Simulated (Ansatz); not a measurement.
Process, species as SMILES: [GeH] (GeH) → Ge atom + H atom
B3LYP-D3(BJ)/def2-TZVP geometries, fixed; electronic energies without zero-point terms.

Energies in hartree at CCSD(T) with Ansatz (a first-principles code); the atomisation energy is their sum with the coefficients shown, times 627.509 kcal/mol a hartree. All functions are spherical. Cores are frozen (with 3d on Ga to Br). Open shells are unrestricted. No added dispersion term, no relativity.

```csv
species,coefficient,part,cc-pVDZ,cc-pVTZ,cc-pVQZ
[GeH] (GeH),-1,Hartree-Fock,-2075.86258,-2075.93381,-2075.93682
[GeH] (GeH),-1,correlation,-0.08389,-0.09897,-0.10300
Ge atom,+1,Hartree-Fock,-2075.29166,-2075.36107,-2075.36359
Ge atom,+1,correlation,-0.05700,-0.06686,-0.06925
H atom,+1,Hartree-Fock,-0.49928,-0.49981,-0.49995
```

Task: Predict the atomisation energy in cc-pV5Z (X = 5): let each Hartree-Fock step shrink by the ratio of the last two, and fit each correlation energy at X = 3 and 4 to E + A/X^3. Compare with the run.

Result: 
- [GeH] (GeH): steps -0.07123 and -0.00301, ratio 0.042, so Hartree-Fock -2075.93695 (run: -2075.93721); A = (-0.09897 - (-0.10300))/(1/27 - 1/64) = 0.1882, correlation -0.10300 - A/64 + A/125 = -0.10444 (run: -0.10438).
- Ge atom: steps -0.06941 and -0.00252, ratio 0.036, so Hartree-Fock -2075.36368 (run: -2075.36384); A = (-0.06686 - (-0.06925))/(1/27 - 1/64) = 0.1116, correlation -0.06925 - A/64 + A/125 = -0.07010 (run: -0.07018).
- H atom: steps -0.00053 and -0.00014, ratio 0.264, so Hartree-Fock -0.49999 (run: -0.49999).
Predicted 67.53 kcal/mol; the run in cc-pV5Z gives 67.51, a miss of 0.03. Keeping the value in cc-pVQZ, 67.16, would miss by -0.35. All sums are of the energies as printed.
